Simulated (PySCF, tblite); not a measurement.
C6H7F3O.
SMILES with atom numbers: `[CH2:1]=[CH:2][CH2:3][C:4](=[CH2:5])[O:6][C:7]([F:8])([F:9])[F:10]` (hydrogens: H11, H12 on C1; H13 on C2; H14, H15 on C3; H16, H17 on C5)

Cartesian coordinates in Å at the GFN2-xTB level; atoms count from 1:
```xyz
17
C6H7F3O angstrom
C      1.903   -1.060    0.505
C      1.971    0.245    0.674
C      0.918    1.245    0.273
C     -0.342    0.607   -0.219
C     -0.688    0.442   -1.481
O     -1.115    0.187    0.884
C     -2.110   -0.654    0.712
F     -2.581   -1.019    1.902
F     -3.157   -0.152    0.030
F     -1.772   -1.785    0.067
H      2.700   -1.709    0.825
H      1.058   -1.542    0.043
H      2.840    0.692    1.138
H      0.677    1.858    1.145
H      1.323    1.899   -0.502
H     -1.598   -0.033   -1.801
H     -0.033    0.792   -2.257
```

Theory: PBE0/pcSseg-1 in PySCF (dipole) on a GFN2-xTB geometry, gas phase.

Masses are those of the commonest isotopes; rigid-rotor values at the optimised geometry. The values belong to one conformer with, in the numbering `[CH2:1]=[CH:2][CH2:3][C:4](=[CH2:5])[O:6][C:7]([F:8])([F:9])[F:10]`, C1–C2–C3–C4 7°, C2–C3–C4–C5 -100°, C3–C4–O6–C7 -165°.

(1) What are A, B and C (GHz)?

(2) Classify the top.

(3) Is it planar, by Δ = Ic − Ia − Ib?

(4) Give the other two planar moments, Paa and Pbb, and the rms extents of the mass along the axes.

(5) Where do the levels up to J = 5 lie, in MHz?

(6) Predict some low-J microwave lines.

(7) Estimate the classical rotational partition function at 10 K, 25 K and 50 K.

Answers

(1) Ia = 218.98, Ib = 563.88, Ic = 623.59 u·Å²; 505379 MHz·u·Å²/I gives 2308, 896.3 and 810.4 MHz, that is A = 2.3079, B = 0.8963, C = 0.8104 GHz.

(2) An asymmetric top. Ray's parameter κ = (2B − A − C)/(A − C) = -0.885; −1 is the prolate and +1 the oblate limit.

(3) Not planar: Δ = Ic − Ia − Ib = -159.27 u·Å². For a rigid frame Δ = −2 Σ m c², so Σ m c² = 79.63 u·Å² lies off the ab plane: 10.74 from hydrogen and 68.90 from heavier atoms. The atom farthest from that plane is 1.90 Å away.

(4) Paa = Σ m a² = (Ib + Ic − Ia)/2 = 484.25 and Pbb = Σ m b² = (Ia + Ic − Ib)/2 = 139.35 u·Å². With the mass M = 152.04 u, the rms extents √(P/M) along a, b and c are 1.78, 0.96, 0.72 Å.

(5) Above 0(0,0):
J = 1: 1(0,1) 1707, 1(1,1) 3118, 1(1,0) 3204
J = 2: 2(0,2) 5116, 2(1,2) 6446, 2(1,1) 6703, 2(2,1) 10938, 2(2,0) 10942
J = 3: 3(0,3) 10221, 3(1,3) 11435, 3(1,2) 11950, 3(2,2) 16058, 3(2,1) 16077, 3(3,1) 23333, 3(3,0) 23333
J = 4: 4(0,4) 17010, 4(1,4) 18083, 4(1,3) 18940, 4(2,3) 22882, 4(2,2) 22938, 4(3,2) 30167, 4(3,1) 30168, 4(4,1) 40342, 4(4,0) 40342
J = 5: 5(0,5) 25470, 5(1,5) 26386, 5(1,4) 27670, 5(2,4) 31407, 5(2,3) 31537, 5(3,3) 38712, 5(3,2) 38715, 5(4,2) 48884, 5(4,1) 48884, 5(5,1) 61967, 5(5,0) 61967

(6) The dipole components are |μa| = 2.38 D, |μb| = 1.16 D, |μc| = 0.01 D. Intensities carry the squares of the components, which stand as 1.00 : 0.24 : 0.00 (a : b : c). Some lines, for components of 0.1 D or more:

```tsv
type	branch	J(Ka,Kc)	MHz	lower level (cm⁻¹)
b	Q	2(1,1) ← 2(0,2)	1587	0.171
b	Q	3(1,2) ← 3(0,3)	1728	0.341
b	R	1(1,1) ← 0(0,0)	3118	0.000
a	R	2(1,2) ← 1(1,1)	3328	0.104
b	R	3(0,3) ← 2(1,2)	3775	0.215
b	Q	4(2,2) ← 4(1,3)	3998	0.632
b	Q	2(2,0) ← 2(1,1)	4239	0.224
b	R	2(1,2) ← 1(0,1)	4739	0.057
a	R	3(1,3) ← 2(1,2)	4989	0.215
a	R	3(1,2) ← 2(1,1)	5246	0.224
b	R	4(0,4) ← 3(1,3)	5576	0.381
b	R	3(1,3) ← 2(0,2)	6319	0.171
a	R	4(2,2) ← 3(2,1)	6861	0.536
b	R	3(2,2) ← 2(1,1)	9355	0.224
b	R	3(2,1) ← 2(1,2)	9631	0.215
b	R	3(3,0) ← 2(2,1)	12395	0.365
b	R	4(3,2) ← 3(2,1)	14090	0.536
b	R	4(4,0) ← 3(3,1)	17009	0.778
```

(7) Point group C1, symmetry number σ = 1; q = (√π/σ)·√((kT/h)³/(ABC)), k/h = 20836.6 MHz/K: 4120 at 10 K, 16300 at 25 K, 46000 at 50 K.

Its GFN2-xTB frequencies are all real (lowest 38 cm⁻¹). No vibrational averaging or centrifugal distortion is included, and the geometry carries the error of its method.

The run took 75 s (grids of density and orbitals included) on one thread of an Arm Neoverse N1 (shared host). This is the PBE0/pcSseg-1 job that gave the dipole, with the shieldings it also computed.
